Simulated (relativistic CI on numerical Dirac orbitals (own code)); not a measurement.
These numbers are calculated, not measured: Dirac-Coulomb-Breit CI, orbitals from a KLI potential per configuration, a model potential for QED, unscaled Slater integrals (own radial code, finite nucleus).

The strongest absorption lines from the ground level of an ion, among the configurations computed and to levels below about 1150 eV (vacuum wavelength in Å, gf): 10.870 (0.17), 10.887 (0.017), 13.691 (0.026), 13.888 (0.0087), 14.349 (0.38), 14.385 (0.27), 156.02 (0.17), 308.82 (0.00079).

(1) Which ion is it?
A. V19+
B. Mn21+
C. V17+
D. Sc17+

## Answers

(1) A. V19+ has 4 electrons and the ground level 2s2 1S_0; the strongest line goes to 2s 3p 1P°_1. The pattern of lines fixes the number of electrons, and along that sequence the line energies rise steadily with the charge (about as its square where n changes within one kind of shell, about linearly where n is kept but much faster in heavy ions where fine structure, which grows about as Z⁴, sets the gap, and irregularly where shells cross), which fixes Z. Configurations outside the model, such as inner-shell arrays, can give stronger lines. At this charge energies of transitions that change n are usually good to better than 1 %, and those within a shell (Δn = 0) to a few per cent.

LS names give the leading component of a level, which can be under half, so a name can repeat, a term be missing and a line seem to break the LS rules.
